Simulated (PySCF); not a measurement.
Job for PySCF: D3(BJ) and D4 dispersion corrections on FH3S (a complex), monomers drawn apart or pushed together.

```python
from pyscf import gto
from pyscf.dispersion import dftd3, dftd4

mol = gto.M(
    atom='''
    F    -0.32197108    1.22989124    0.10261259
    H    -0.03851373    0.65189799    0.78659770
    S     0.51015621   -0.91904035    2.75543099
    H    -0.06795841   -0.11441664    3.66303718
    H    -0.60870397   -1.64482072    2.59179376
    ''',
    basis='def2-svp',
    charge=0, spin=0, verbose=0, max_memory=1800)
d3, d4 = {}, {}
for xc in ['hf', 'pbe', 'blyp', 'revpbe', 'tpss', 'r2scan', 'b3lyp', 'pbe0', 'bhlyp', 'camb3lyp', 'b2plyp']:
    d3[xc] = float(dftd3.DFTD3Dispersion(mol, xc=xc, version='d3bj', atm=False).get_dispersion()['energy'])
    print(f'D3(BJ) {xc:10s} {d3[xc]:14.8f} Eh')
for xc in ['hf', 'pbe', 'blyp', 'revpbe', 'tpss', 'r2scan', 'b3lyp', 'pbe0', 'bhlyp', 'camb3lyp', 'b2plyp']:
    d4[xc] = float(dftd4.DFTD4Dispersion(mol, xc={'camb3lyp': 'cam-b3lyp'}.get(xc, xc), atm=True).get_dispersion()['energy'])
    print(f'D4     {xc:10s} {d4[xc]:14.8f} Eh')
```

Output:

```
D3(BJ) hf            -0.01375214 Eh
D3(BJ) pbe           -0.00161539 Eh
D3(BJ) blyp          -0.00337041 Eh
D3(BJ) revpbe        -0.00415935 Eh
D3(BJ) tpss          -0.00201570 Eh
D3(BJ) r2scan        -0.00045089 Eh
D3(BJ) b3lyp         -0.00273995 Eh
D3(BJ) pbe0          -0.00137805 Eh
D3(BJ) bhlyp         -0.00208748 Eh
D3(BJ) camb3lyp      -0.00121360 Eh
D3(BJ) b2plyp        -0.00124035 Eh
D4     hf            -0.00431218 Eh
D4     pbe           -0.00120994 Eh
D4     blyp          -0.00264431 Eh
D4     revpbe        -0.00395330 Eh
D4     tpss          -0.00163463 Eh
D4     r2scan        -0.00032414 Eh
D4     b3lyp         -0.00191224 Eh
D4     pbe0          -0.00102984 Eh
D4     bhlyp         -0.00134690 Eh
D4     camb3lyp      -0.00103626 Eh
D4     b2plyp        -0.00085647 Eh
```

The run finished.

Cost: very roughly 0.03 core-seconds.
